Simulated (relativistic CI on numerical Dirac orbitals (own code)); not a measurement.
# One change at a time: N²⁺

Base calculation: Dirac-Coulomb-Breit CI, orbitals from a KLI potential per configuration, QED by a radiative potential, valence Slater integrals scaled by 0.85, P86 correlation energy added to each configuration.

Configuration list (outside the closed core 1s2): 2s2.2p, 2s.2p2, 2p3, 2s2.3s, 2s2.3p, 2s2.3d, 2s2.4s, 2p2.3s, 2s.2p.3s, 2s2.4p, 2s2.4d, 2s2.4f, 2p2.3p, 2s.2p.3p, 2p2.3d, 2s.2p.3d. Levels of other configurations are missing.

Variants: (1) no correlation estimate; (2) Slater integrals left unscaled; (3) non-relativistic limit; (4) only the first 3 configurations. Shifts of the energy above 2s2.2p 2P°_1/2, in cm⁻¹, for the lowest level and the first level of each name with at least 55 % of one term (blank where a level changes its place among those of its configuration and J or its character, or is not in the variant):

| Level | Base | Δ(1) | Δ(2) | Δ(3) | Δ(4) | Measured |
| --- | --- | --- | --- | --- | --- | --- |
| 2s2.2p 2P°_1/2 | 0.0 | 0.0 | 0.0 | 0.0 | 0.0 | 0.0 |
| 2s2.2p 2P°_3/2 | 169.3 | -0.1 | -2.1 | -169.3 | +1.4 | 174.4 |
| 2s.2p2 4P_1/2 | 57681.5 | -907.6 | -3779.8 | -279.8 | -675.3 |  |
| 2s.2p2 4P_3/2 | 57738.7 | -907.6 | -3779.7 | -336.9 | -674.3 | 57246.8 |
| 2s.2p2 4P_5/2 | 57814.5 | -907.7 | -3779.5 | -412.8 | -672.2 | 57327.9 |
| 2s.2p2 2D_5/2 | 102622.5 | -933.2 | +3724.6 | -369.0 | +1040.0 | 101023.9 |
| 2s.2p2 2D_3/2 | 102630.9 | -933.2 | +3724.3 | -377.3 | +1040.0 | 101030.6 |
| 2s.2p2 2S_1/2 | 128658.3 | -927.4 | +8666.4 | -389.6 | +123.7 | 131004.3 |
| 2s.2p2 2P_1/2 | 144677.5 | -948.4 | +11123.8 | -338.2 | +1890.2 | 145875.7 |
| 2s.2p2 2P_3/2 | 144783.3 | -948.3 | +11123.9 | -444.0 | +1888.4 | 145985.8 |
| 2p3 4S°_3/2 | 189011.7 | -1839.8 | -1336.2 | -669.3 | -942.2 | 186797.1 |
| 2p3 2D°_5/2 | 210751.9 | -1901.5 | +1817.4 | -648.8 | +2054.1 | 203074.6 |
| 2p3 2D°_3/2 | 210769.2 | -1901.6 | +1816.7 | -666.1 | +2056.2 | 203088.9 |
| 2s2.3s 2S_1/2 | 219342.3 | -3231.5 | -1418.5 | -13.9 |  | 221302.2 |
| 2p3 2P°_1/2 | 235150.5 | -1852.1 | +7320.5 | -655.6 | +1890.6 | 230404.3 |
| 2p3 2P°_3/2 | 235153.4 | -1852.0 | +7330.1 | -658.5 | +1892.3 | 230408.6 |
| 2s2.3p 2P°_1/2 | 244815.1 | -3667.9 | -1462.4 | -45.1 |  | 245665.4 |
| 2s2.3p 2P°_3/2 | 244851.3 | -3667.9 | -1469.7 | -81.2 |  | 245701.3 |
| 2s2.3d 2D_3/2 | 266179.9 | -3444.0 | -1005.3 | -72.2 |  | 267238.4 |
| 2s2.3d 2D_5/2 | 266184.5 | -3443.9 | -1005.3 | -76.8 |  | 267244.0 |
| 2s.2p.3s 4P°_1/2 | 286620.5 | -4302.4 | -662.6 | -178.7 |  | 287529.4 |
| 2s.2p.3s 4P°_3/2 | 286681.8 | -4302.4 | -662.7 | -239.9 |  | 287591.5 |

Correlation outside the listed configurations is missing or only estimated: errors of thousands of cm⁻¹ between configurations and terms are usual at this charge. Rates and lifetimes follow the computed energies and can be off by large factors. The fine structure of a lone outer electron comes out too small, for d and f at times inverted, and misplaced configurations move strength between like terms. 58 of the 69 excited levels that our extract of the measured tables holds in this range could be paired (the sources list more); they are missed by 2712 cm⁻¹ on average and 14194 at most, and levels without a partner can miss by more.

Measured levels: Moore, Selected Tables of Atomic Spectra, NSRDS-NBS 3, section 5.

Ionisation energy from the two ground configurations alone: base 48.09 eV; no correlation estimate 47.15 eV. The NIST ASD value (semi-empirical) is 47.4453 eV.
